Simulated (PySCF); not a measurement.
# SMILES O=c1cccccc1C=S, C₈H₆OS

Geometry:
| atom | x (Å) | y (Å) | z (Å) |
| --- | --- | --- | --- |
| O1 | 1.187 | -2.190 | -0.869 |
| C2 | 0.514 | -1.293 | -0.385 |
| C3 | -0.880 | -1.552 | -0.034 |
| C4 | -1.920 | -0.711 | 0.159 |
| C5 | -1.943 | 0.705 | 0.105 |
| C6 | -0.876 | 1.553 | 0.063 |
| C7 | 0.492 | 1.224 | 0.083 |
| C8 | 1.128 | 0.021 | -0.078 |
| C9 | 2.564 | -0.026 | 0.005 |
| S10 | 3.544 | 1.235 | 0.332 |
| H11 | -1.084 | -2.617 | -0.003 |
| H12 | -2.884 | -1.171 | 0.344 |
| H13 | -2.927 | 1.155 | 0.140 |
| H14 | -1.093 | 2.613 | 0.066 |
| H15 | 1.165 | 2.066 | 0.223 |
| H16 | 3.006 | -1.003 | -0.162 |

Computed with TDDFT B3LYP/6-31++G** excited states, vertical, gas phase in PySCF 2.14.0. Geometry: GFN2-xTB.

**Question.** Give the one- and two-photon strengths of the lowest singlets.

**Answer.** δ for parallel linear polarisation; σ at the peak of a Lorentzian of half width 0.1 eV, single beam; Ω is circular over linear.
```csv
state,E (eV),f,photon λ (nm),δ (au),σ (GM),Ω,main
S1,1.53,0.000,1617,4.2,0.00,0.47,HOMO→LUMO 0.98
```

Among these, the strongest one-photon state is S1, the strongest two-photon state S1, with a dipole change of 4.2 D (relaxed, norm of the difference vector).
